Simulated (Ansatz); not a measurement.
The first iterations of a band of C3H5IO (10 atoms, charge 0, multiplicity 1).

These are results of RKS PBE-D4/def2-SVP in Ansatz, not measurements.

```
movable images  : 5
climbing image  : yes
spring          : 5.0 eV/Å²
optimiser       : quadratic models (default)
start path      : through a guess of the saddle point
force threshold : 0.03 eV/Å
iteration limit : 60
end points      : relaxed
```

Initial state:

```xyz
10
Properties=species:S:1:pos:R:3
I -1.262 2.216 1.092
C -0.492 0.738 -0.460
C 0.838 0.106 -0.041
C -0.052 -1.117 0.253
O -1.166 -0.478 -0.437
H -0.618 1.317 -1.394
H 1.394 0.567 0.795
H 1.512 -0.043 -0.908
H 0.214 -2.081 -0.224
H -0.286 -1.276 1.328
```

Final state:

```xyz
10
Properties=species:S:1:pos:R:3
I -1.296 2.416 0.346
C -0.442 0.491 -0.313
C 0.962 0.163 0.145
C 0.722 -1.317 -0.167
O -1.145 -0.618 0.267
H -0.544 0.503 -1.413
H 1.129 0.485 1.199
H 1.727 0.629 -0.509
H -1.840 -0.923 -0.352
H 0.810 -1.881 0.800
```

| iteration | highest image above the first end (eV) | largest band force component (eV/Å) |
| --- | --- | --- |
| 1 | 5.209 | 11.363 |
| 2 | 4.311 | 3.225 |
| 3 | 3.975 | 2.216 |
| 4 | 3.836 | 1.363 |
| 5 | 3.776 | 1.075 |

**Question.** Does the band converge within its limit, and where does its top end?

**Answer.** The forces met the threshold. It ended after 15 iterations with the highest image 3.713 eV above the first end. Neighbouring images differ by up to 1.8 eV, so the band resolves the path poorly. A vibrational analysis at the climbing image gives one clearly imaginary mode, 509i cm⁻¹: a first-order saddle point. The orbitals stay closed-shell, which can raise the energy where a bond breaks towards radicals; this wasn't checked here.

Run time: 2.5 min on 2 threads of Arm Neoverse V2 (shared host), peak memory 0.15 GiB.
